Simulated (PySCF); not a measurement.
These are B3LYP-D3(BJ)/def2-TZVP // PBE0-D4/def2-TZVP in PySCF values and carry that method's errors. Isolated molecules, 0 K electronic values unless said otherwise. B3LYP has the VWN-RPA correlation part, as in Gaussian. 

Reference species (SMILES): `[InH3]` (neutral, multiplicity 1).

```yaml
HOMO: -8.00 eV
LUMO: -2.20 eV
HOMO–LUMO gap: 5.80 eV
```

After one change: the HOMO rises by 1.22 eV; the LUMO rises by 1.06 eV; the HOMO–LUMO gap falls by 0.16 eV.

**Question.** What was changed between the two runs? The new species is one of these.
(A) `[CH3][InH][CH3]`
(B) `[CH3][In]([CH3])[CH3]`
(C) `[CH3][InH2]`

**Answer.** B, `[CH3][In]([CH3])[CH3]`
